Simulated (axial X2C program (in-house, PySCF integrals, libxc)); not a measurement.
Spectroscopic constants of Te₂⁺

All values were computed with an axial X2C code built on PySCF integrals. Spin-free means the one-electron spin-free X2C Hamiltonian; two-component (2c) means X2C with spin–orbit coupling and atomic mean-field two-electron Coulomb and Gaunt terms, so the difference of the two also holds small scalar two-electron terms. Basis: Te dyall-cv3z [11s12p8d4f1g] (cores contracted in-house); Gaussian nuclei, density fitting, unrestricted open shells. Masses: Te 129.906 u.

The run was started with this input:
```json
{"zs": [52, 52], "q": 1, "bas": ["dyall-cv3z", "dyall-cv3z"], "levels": ["PBE0", "HF", "TPSS"], "cc": true, "r0": 2.56, "thr": -1.0, "nmax": 90, "npts": 10, "nst": 2, "ntry": 6}
```
```bash
python so2c.py task.json out
```

Keys: zs atomic numbers; q charge; bas basis sets; levels methods; cc coupled cluster on or off; r0 starting distance in Å; thr threshold in hartree for freezing inner shells (an s shell follows its p shell); nmax most natural virtual spinors; npts points on the curve; nst determinants followed; ntry starts of the search. HF also brings MP2.

State, spin-free: M_S = 1/2, Λ = 1 (beyond evenly filled blocks: π+α); electrons by block: σα: 21, σβ: 21, π+α: 12, π+β: 11, π-α: 11, π-β: 11, δ+α: 4, δ+β: 4, δ-α: 4, δ-β: 4. Fragments: Te+ + Te.

State, 2c: Ω = 1/2 (⟨Sz⟩ = -0.49, ⟨Lz⟩ = 0.99 at TPSS); electrons by block: 1/2: 33, -1/2: 32, 3/2: 15, -3/2: 15, 5/2: 4, -5/2: 4. Fragments: Te+ + Te.

| Hamiltonian | level | Re (Å) | ωe (cm⁻¹) | ωexe (cm⁻¹) | Be (cm⁻¹) | αe (cm⁻¹) | De (eV) | k (mdyn/Å) |
| --- | --- | --- | --- | --- | --- | --- | --- | --- |
| spin-free | PBE0 | 2.474 | 293.3 | 0.434 | 0.0424 | 8.37e-05 | 3.39 | 3.29 |
| spin-free | HF | 2.438 | 325.5 | 0.386 | 0.04368 | 7.32e-05 | 0.378 | 4.05 |
| spin-free | MP2 | 2.545 | 242.8 | 0.782 | 0.04007 | 0.000125 | 3.12 | 2.26 |
| spin-free | CCSD | 2.503 | 281.1 | 0.457 | 0.04143 | 8.7e-05 | 2.71 | 3.02 |
| spin-free | CCSD(T) | 2.526 | 265.3 | 0.501 | 0.04066 | 9.45e-05 | 3.05 | 2.69 |
| spin-free | TPSS | 2.504 | 274.5 | 0.461 | 0.04138 | 8.97e-05 | 3.78 | 2.88 |
| 2c | TPSS | 2.511 | 270.2 | 0.48 | 0.04117 | 9.23e-05 | 3.81 | 2.79 |

Correlated methods: 11 electrons correlated (number of frozen shells: Te 4 s, 3 p, 2 d), 309 virtual spin orbitals or spinors in MP2, 90 natural virtuals in coupled cluster.

Occupations by symmetry block were frozen at the best pattern of an incomplete PBE0 search. Dissociation energies refer to the lowest single-determinant-based atoms at the same level and basis. Density functionals use the spin component along the axis (collinear). CCSD and (T) use frozen natural virtuals with an MP2 correction for the truncation; (T) itself is uncorrected, so its De runs slightly low. Without a current term, density functionals place determinants with orbital angular momentum somewhat too high. With the outer-core shells frozen, correlated bond lengths of heavy atoms tend to come out a few hundredths of an ångström too long.

No reliable constants came from CCSD (2c), CCSD(T) (2c), HF (2c), MP2 (2c), PBE0 (2c): no minimum in range, unconverged points, a curve that is not smooth, a change of character along it, or the two Hamiltonians disagreeing along it.

Rough cost a point (2c) on 1 thread(s) of a shared host, integrals apart: TPSS 0.8 s.

The whole task took 3.4 min on 1 thread of AMD EPYC 7R43 64-Core Processor (Zen 3), with other jobs on the host.
